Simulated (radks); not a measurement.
The numbers below are computed, except where a source is named.
Question: C3+, configuration [He] 2s1. Level of theory: scalar-relativistic Kohn-Sham, PBE, spin-polarised, spherical densities, finite nucleus; open shells are filled with parallel spins first; Fermi nuclear charge, rms radius 2.4702 fm (a radial shooting solver on a logarithmic mesh with Libxc functionals). Some entries of the table are withheld. Estimate them.

| orbital | occ. | eigenvalue (hartree) | <r^2> (bohr^2) |
|---|---|---|---|
| 1s up | 1 | -12.20756 | (1) |
| 1s down | 1 | -12.16723 | (2) |
| 2s up | 1 | -2.12096 | 1.893 |

Answer: 
(1) 1s up <r^2> (bohr^2): 0.09812
(2) 1s down <r^2> (bohr^2): 0.09794
